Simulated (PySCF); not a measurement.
Gas-phase reaction: 3 GeF2 + 2 O = GeO2 + 2 GeF3

Computed with PySCF and rigid-rotor harmonic-oscillator thermochemistry at 1 bar. † marks an energy on the PBE0/def2-TZVP geometry and frequencies; other levels use their own. CCSD(T) freezes the core. Open shells (unrestricted): O (multiplicity 3, electronic degeneracy 9), GeF3 (multiplicity 2); the rest are closed-shell singlets. Spin-orbit splitting is ignored; it lowers the true energy and changes the entropy of O. Ge: all electrons, no relativistic terms. GeO2, GeF3: computed as isolated molecules; such fragments, hydroxides, amides, oligomers or adducts are transient or little studied in the gas. CCSD(T) isn't extrapolated to the basis-set limit; its ΔH°(298 K) is -413.9 kJ in def2-SVP and -486.9 kJ in def2-TZVPP. The harmonic model lacks anharmonicity and excited electronic states, which grow with temperature; levels with a mode under 35 cm⁻¹ are left out. Warning, large T1 diagnostic: GeO2 (CCSD(T)/def2-TZVPP†).

| level | ΔE electronic, kJ | ΔH°(298 K), kJ | ΔS°(298 K), J/K | ΔG°(800 K), kJ |
|---|---|---|---|---|
| CCSD(T)/def2-TZVPP† | -500 | -487 | -292 | -253 |
| PBE/def2-SVP | -568 | -556 | -288 | -327 |
| PBE/def2-TZVP† | -574 | -561 | -292 | -327 |
| PBE0/def2-SVP† | -466 | -453 | -292 | -219 |
| ωB97M-V/def2-TZVP† | -461 | -448 | -292 | -214 |
ΔH° is lowest at PBE/def2-TZVP† and highest at ωB97M-V/def2-TZVP†. No reference value is set beside these.
